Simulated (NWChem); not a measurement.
# SiHOCl2F; SMILES O[Si](F)(Cl)Cl

```xyz
6

O     -1.2921    -0.0997    -1.3477
Si    -0.3355    -0.0116    -0.0092
F     -1.2270     0.0284     1.3459
Cl     0.8204    -1.6909     0.0262
Cl     0.8168     1.6899    -0.0032
H     -1.7554     0.7208    -1.5944
```
Atoms are numbered in this order, from 1.

Results from NWChem. Pople sets run with spherical d functions. Geometry: optimised at PBE-D3(BJ)/def2-SVP. Total energies compare along this basis series because the functional is fixed.

```tsv
level	basis functions	energy (Ha)	highest occupied level (eV)	orbital gap (eV)	dipole (D)
TPSS/STO-3G	38	-1369.8876	?	?	?
TPSS/3-21G	59	-1378.8647	-8.41	6.89	2.58
TPSS/6-31G*	84	-1385.7740	-8.23	7.32	2.00
TPSS/6-31+G*	104	-1385.7888	-8.38	6.92	1.85
TPSS/6-311G**	120	-1385.9192	-8.41	7.19	1.98
TPSS/6-311++G**	141	-1385.9286	-8.42	6.90	1.81
```

Question: What belongs in the gaps?

Answer: 
- TPSS/STO-3G, highest occupied level (eV): -4.58
- TPSS/STO-3G, orbital gap (eV): 6.34
- TPSS/STO-3G, dipole (D): 3.05
